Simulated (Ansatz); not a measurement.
Ansatz (a first-principles code) job for C3H7FSi, SMILES FC1C[SiH2]C1, CAM-B3LYP/def2-SVPD. Geometry optimised at ωB97X-D3(BJ)/def2-SVP. This is a generated structure with no PubChem entry under its InChIKey; it may be hypothetical.

Ansatz 0.2 input:
```yaml
crystal:
  periodic: [false, false, false]
  atoms:
    - {symbol: F, position_ang: [-2.12690822, -0.15806828, 0.00000000]}
    - {symbol: C, position_ang: [-0.85083181, 0.37060456, 0.00000000]}
    - {symbol: C, position_ang: [0.01574331, -0.08432244, -1.19107464]}
    - {symbol: Si, position_ang: [1.49183111, -0.01001448, 0.00000000]}
    - {symbol: C, position_ang: [0.01574331, -0.08432244, 1.19107463]}
    - {symbol: H, position_ang: [-0.95306438, 1.47105565, 0.00000001]}
    - {symbol: H, position_ang: [-0.06723701, 0.50342059, -2.11505126]}
    - {symbol: H, position_ang: [-0.21740418, -1.14001589, -1.41038616]}
    - {symbol: H, position_ang: [2.46905987, -1.13390319, -0.00000001]}
    - {symbol: H, position_ang: [2.22589652, 1.28709732, -0.00000000]}
    - {symbol: H, position_ang: [-0.06723700, 0.50342059, 2.11505126]}
    - {symbol: H, position_ang: [-0.21740419, -1.14001588, 1.41038616]}
basis:
  gaussian:
    orbitals: def2-SVPD
hamiltonian:
  xc: {name: CAM-B3LYP}
```

Output:

```
WARN ansatz: RAYON_NUM_THREADS=1 ignored (pool sized by the plan → 1); use --threads N
Functional definition: CAM-B3LYP
integrals: 0.11 GiB planned
1377 factors; their error is unknown
integrals: 0.14 GiB planned
584 factors; integrals over basis functions are off by at most 9.1e-6 eV
mean field: 1.05 GiB planned
mean field evaluation 1: about -13805.3193 eV, gradient 4.6e1 eV
mean field evaluation 2: about -13805.5206 eV, gradient 4.5e1 eV
mean field evaluation 4: about -13810.1984 eV, gradient 1.5e0 eV
mean field evaluation 8: about -13810.2030 eV, gradient 2.4e-2 eV
mean field evaluation 16: about -13810.2260 eV, gradient 3.8e-5 eV
mean field -13810.22603705 eV, -507.5164459540 hartree, gradient 3.8e-5 eV, S^2 0.000000; 0 other end points of the search recorded, 0 dependent functions left out
reference -13810.22617685 eV, -507.5164510919 hartree; 24, 24 occupied and 139, 139 virtual orbitals, 1377 factors
Total energy: -13810.22617685 eV, -507.5164510919 hartree
```

The calculation finished and met its thresholds.

Cost: very roughly 5 core-seconds.
